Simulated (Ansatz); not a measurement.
Ansatz (a quantum-chemistry and plane-wave program) input (wB97X-V/def2-TZVP):

Ansatz 0.2 input:
```yaml
crystal:
  periodic: [false, false, false]
  atoms:
    - {symbol: F, position_ang: [1.35220294, 0.02690012, -0.15770586]}
    - {symbol: S, position_ang: [-0.03514699, -0.03522348, 0.44455899]}
    - {symbol: F, position_ang: [-0.65725713, 1.17090359, -0.22593232]}
    - {symbol: F, position_ang: [-0.63246229, -1.13518419, -0.40668892]}
basis:
  gaussian:
    orbitals: def2-TZVP
hamiltonian:
  xc: {name: wB97X-V}
total_charge: 1
relax: {f_tol: 0.003, max_steps: 100}
```

Output:

```
Functional definition: wB97X-V
integrals: 0.06 GiB planned
739 factors; their error is unknown
integrals: 0.09 GiB planned
142 factors; integrals over basis functions are off by at most 1.9e-6 eV
mean field: 0.54 GiB planned
mean field evaluation 1: about -18967.0297 eV, gradient 7.8e1 eV
mean field evaluation 2: about -18962.5262 eV, gradient 1.0e2 eV
mean field evaluation 4: about -18975.1531 eV, gradient 6.6e-1 eV
mean field evaluation 8: about -18975.1915 eV, gradient 1.6e-1 eV
mean field evaluation 16: about -18975.1915 eV, gradient 1.2e-5 eV
mean field -18975.19154866 eV, -697.3254275663 hartree, gradient 1.2e-5 eV, S^2 0.000000; 0 other end points of the search recorded, 0 dependent functions left out
the calculation of the forces begins
reference -18975.19154781 eV, -697.3254275351 hartree; 21, 21 occupied and 109, 109 virtual orbitals, 739 factors
relax step   1: F+E_penalty+E_count = -18975.19154866 eV  Δ(F+E_penalty+E_count) = +0.000e0 eV  max|allowed force component| = 5.324e-1 eV/Å  Δτ_max = 0.0000 Å  (28 SCF iters, accepted)
these checks for a lower state are left out or cut short: starts, cluster_reference, orbital_swaps, neighbouring_geometries, increment
integrals: 0.06 GiB planned
739 factors; their error is unknown
integrals: 0.09 GiB planned
142 factors; integrals over basis functions are off by at most 1.9e-6 eV
mean field: 0.54 GiB planned
mean field -18975.19568280 eV, -697.3255794935 hartree, gradient 8.2e-6 eV, S^2 0.000000; 0 other end points of the search recorded, 0 dependent functions left out
the calculation of the forces begins
reference -18975.19568196 eV, -697.3255794623 hartree; 21, 21 occupied and 109, 109 virtual orbitals, 739 factors
relax step   2: F+E_penalty+E_count = -18975.19568280 eV  Δ(F+E_penalty+E_count) = -4.134e-3 eV  max|allowed force component| = 3.325e-1 eV/Å  Δτ_max = 0.0039 Å  (32 SCF iters, accepted)
these checks for a lower state are left out or cut short: starts, cluster_reference, orbital_swaps, neighbouring_geometries, increment
integrals: 0.06 GiB planned
739 factors; their error is unknown
integrals: 0.09 GiB planned
142 factors; integrals over basis functions are off by at most 1.9e-6 eV
mean field: 0.54 GiB planned
mean field evaluation 32: about -18975.1979 eV, gradient 8.3e-6 eV
mean field -18975.19785447 eV, -697.3256593008 hartree, gradient 8.3e-6 eV, S^2 0.000000; 0 other end points of the search recorded, 0 dependent functions left out
the calculation of the forces begins
reference -18975.19785363 eV, -697.3256592698 hartree; 21, 21 occupied and 109, 109 virtual orbitals, 739 factors
relax step   3: F+E_penalty+E_count = -18975.19785447 eV  Δ(F+E_penalty+E_count) = -2.172e-3 eV  max|allowed force component| = 1.246e-2 eV/Å  Δτ_max = 0.0053 Å  (32 SCF iters, accepted)
these checks for a lower state are left out or cut short: starts, cluster_reference, orbital_swaps, neighbouring_geometries, increment
integrals: 0.06 GiB planned
739 factors; their error is unknown
integrals: 0.09 GiB planned
142 factors; integrals over basis functions are off by at most 1.9e-6 eV
mean field: 0.54 GiB planned
mean field -18975.19785962 eV, -697.3256594900 hartree, gradient 4.5e-5 eV, S^2 0.000000; 0 other end points of the search recorded, 0 dependent functions left out
the calculation of the forces begins
reference -18975.19785878 eV, -697.3256594589 hartree; 21, 21 occupied and 109, 109 virtual orbitals, 739 factors
relax step   4: F+E_penalty+E_count = -18975.19785962 eV  Δ(F+E_penalty+E_count) = -5.148e-6 eV  max|allowed force component| = 8.641e-3 eV/Å  Δτ_max = 0.0002 Å  (21 SCF iters, accepted)
these checks for a lower state are left out or cut short: starts, cluster_reference, orbital_swaps, neighbouring_geometries, increment
integrals: 0.06 GiB planned
739 factors; their error is unknown
integrals: 0.09 GiB planned
142 factors; integrals over basis functions are off by at most 1.9e-6 eV
mean field: 0.54 GiB planned
mean field -18975.19786095 eV, -697.3256595387 hartree, gradient 3.3e-5 eV, S^2 0.000000; 0 other end points of the search recorded, 0 dependent functions left out
the calculation of the forces begins
reference -18975.19786010 eV, -697.3256595076 hartree; 21, 21 occupied and 109, 109 virtual orbitals, 739 factors
relax step   5: F+E_penalty+E_count = -18975.19786095 eV  Δ(F+E_penalty+E_count) = -1.325e-6 eV  max|allowed force component| = 2.246e-5 eV/Å  Δτ_max = 0.0002 Å  (21 SCF iters, accepted)
integrals: 0.06 GiB planned
739 factors; their error is unknown
integrals: 0.09 GiB planned
142 factors; integrals over basis functions are off by at most 1.9e-6 eV
mean field: 0.54 GiB planned
mean field -18975.19786095 eV, -697.3256595387 hartree, gradient 3.3e-5 eV, S^2 0.000000; 1 other end points of the search recorded, 0 dependent functions left out
the calculation of the forces begins
reference -18975.19786010 eV, -697.3256595076 hartree; 21, 21 occupied and 109, 109 virtual orbitals, 739 factors
Total energy: -18975.19786010 eV, -697.3256595076 hartree
Atom 0 at     1.343299     0.026803    -0.157687 Å, force    -0.000000     0.000000     0.000008 eV/Å
Atom 1 at    -0.034976    -0.035051     0.442394 Å, force     0.000003    -0.000000    -0.000022 eV/Å
Atom 2 at    -0.652808     1.163203    -0.225460 Å, force    -0.000001     0.000001     0.000007 eV/Å
Atom 3 at    -0.628178    -1.127559    -0.405016 Å, force    -0.000002    -0.000001     0.000008 eV/Å
Dipole moment:    -0.027273    -0.027325     0.344927 e Å
```

It need not be the lowest isomer of its formula.
